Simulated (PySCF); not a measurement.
HIn, charge -1, doublet, at a GFN2-xTB geometry (such geometries of metal compounds can be far from the true shape) (a state made from the parent by changing its charge; the spin is typed, not shown lowest) (core potentials on In) (in this run its highest filled SCF level lies above zero, so its values depend strongly on the basis, on diffuse functions most of all). Base run: PBE0/def2-SVP (PySCF).

The PySCF input:
```python
from pyscf import gto, scf, dft

mol = gto.M(
    atom='''
In   -0.000000   -0.000000   -0.035763
H     0.000000    0.000000    1.752387
''',
    basis='def2-svp',
    ecp={'In': 'def2-svp'},
    charge=-1,
    spin=1,
    verbose=4,
)

mf = dft.UKS(mol)
mf.xc = 'pbe0'
mf.kernel()
```

Variants of this job, named by their change:

| change | basis functions | E (Eh) | HOMO (eV) |
|---|---|---|---|
| base | 31 | -190.70414 | 1.75 |
| basis = jorge-DZP-DKH; relativity = none (without ecp={'In': 'def2-svp'}) | 53 | -5682.31210 | 3.19 |
| basis = jorge-DZP-DKH; relativity = spin-free X2C (without ecp={'In': 'def2-svp'}) | 53 | -5876.16116 | 3.45 |
| basis = jorge-DZP-DKH; relativity = spin-free X2C; nucleus = Gaussian (with nucmod='G'; without ecp={'In': 'def2-svp'}) | 53 | -5876.03622 | 3.45 |
| basis = ANO-RCC-VDZP; relativity = spin-free X2C (without ecp={'In': 'def2-svp'}) | 48 | -5881.14223 | 2.10 |
| basis = x2c-TZVPall; relativity = none (without ecp={'In': 'def2-svp'}) | 66 | -5636.84509 | 1.57 |
| basis = x2c-TZVPall; relativity = spin-free X2C (without ecp={'In': 'def2-svp'}) | 66 | -5881.29287 | 1.74 |
| basis = ANO-RCC-VDZP; relativity = spin-free X2C; nucleus = Gaussian (with nucmod='G'; without ecp={'In': 'def2-svp'}) | 48 | -5880.99601 | 2.10 |
| basis = ANO-RCC-VDZP; relativity = none (without ecp={'In': 'def2-svp'}) | 48 | -5590.95597 | 1.61 |
| basis = x2c-TZVPall; relativity = spin-free X2C; nucleus = Gaussian (with nucmod='G'; without ecp={'In': 'def2-svp'}) | 66 | -5881.16884 | 1.74 |

Absolute energies of different levels of theory aren't comparable as measures of quality.

Open shells are given as the SCF converged; they aren't shown to be the lowest states, and a large step between rows can be another state.

Basis sets contracted for a relativistic Hamiltonian are a mismatch without it, so the rows without relativity aren't non-relativistic limits. No row has spin-orbit coupling; sets with core potentials leave out the core electrons.
